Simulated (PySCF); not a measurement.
SMILES [Cl][GeH][Cl] (HCl₂Ge), doublet (CAM-B3LYP/def2-SVP optimised geometry):

```
4

Cl     1.423    -1.026     0.000
Ge    -0.740    -1.026     0.000
Cl    -1.423     1.026     0.000
H     -1.202    -1.667     1.340
```

Calculation: unrestricted CAM-B3LYP/def2-TZVP in PySCF.

Problem. What are the frontier orbital energies (α orbitals alone; a β orbital can be the lowest empty one) and the dipole moment?

Solution. HOMO-2 -10.86 eV, HOMO-1 -10.65 eV, HOMO -8.37 eV, LUMO 0.38 eV, LUMO+1 0.80 eV; dipole moment 1.89 D.

On the same geometry unrestricted PBE/def2-TZVP (PySCF) gives HOMO-2 -8.10 eV, HOMO-1 -7.91 eV, HOMO -5.93 eV, LUMO -1.60 eV, LUMO+1 -1.09 eV; dipole moment 1.62 D.

Meta-Löwdin charges at CAM-B3LYP/def2-TZVP: Cl1 -0.27, Ge2 0.58, Cl3 -0.27, H4 -0.03.
